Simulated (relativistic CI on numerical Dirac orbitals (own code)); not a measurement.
# Tc5+: L-alpha,beta X-ray emission

Computed with this model: Dirac-Coulomb-Breit CI, KLI orbitals optimised for each configuration, QED by a radiative potential, valence Slater integrals scaled by 0.7, multiplet model of X-ray emission after core ionisation; configurations [Kr] 4d2 → [He] 2s2 2p5 3s2 3p6 3d10 4s2 4p6 4d2 → [Ar] 3d9 4s2 4p6 4d2; 300 K; Lorentzian 2.8 eV and Gaussian 0.6 eV FWHM. Energies are those of the free ion, without screening or charge transfer. S is read from ⟨S²⟩ = S(S + 1).

free ion: ground-state S = 0.98, centroid 2464.65 eV. Peaks (eV, height): 2426.4 (100), 2539.6 (50).

Strongest unbroadened transitions for free ion:

```
Energy (eV)  Relative strength
    2422.88                9.5
    2426.18               27.1
    2426.22                9.3
    2426.43              100.0
    2426.50               16.2
    2426.54               20.6
    2426.55                6.3
    2426.58                8.5
    2426.59               13.8
    2426.65               23.0
    2426.68               18.7
    2426.78               20.5
    2538.90                8.5
    2539.04                7.8
    2539.28               20.6
    2539.50               67.9
    2539.90               14.5
    2540.24               15.0
```
